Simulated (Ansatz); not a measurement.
H₃MoNO₃, SMILES `[NH2][Mo](=[O])(=[O])[OH]`, relaxed with RKS PBE0-D4/def2-TZVP in the Gaussian-basis code of Ansatz from a PBE-D4/def2-SVP geometry. The force threshold is 0.005 eV/Å; the program also tests the step.

The species carries charge 0 and has multiplicity 1. Mo takes the def2 core potential.

Start:

```xyz
8

N     0.734    0.452    1.129
Mo    0.035   -0.443   -0.439
O     0.214   -2.122   -0.221
O     0.906    0.135   -1.785
O    -1.813   -0.073   -0.651
H     1.233    1.348    1.099
H     0.806    0.021    2.057
H    -2.115    0.683   -1.189
```

```csv
step,energy (eV),largest force (eV/Å),largest move (Å)
1,-9535.1102,1.178,0.000
2,-9535.1672,0.286,0.031
3,-9535.1696,0.060,0.011
4,-9535.1701,0.030,0.015
5,-9535.1705,0.039,0.025
6,-9535.1706,0.011,0.013
7,-9535.1706,0.007,0.004
8,-9535.1706,0.004,0.004
```

End:

```xyz
8

N     0.736    0.453    1.136
Mo    0.029   -0.422   -0.424
O     0.204   -2.079   -0.219
O     0.883    0.134   -1.760
O    -1.799   -0.035   -0.624
H     1.239    1.327    1.106
H     0.827   -0.001    2.033
H    -2.119    0.621   -1.248
```

It took 20 s on 4 threads of a server CPU on a shared host, with 0.42 GiB of host memory at the peak.
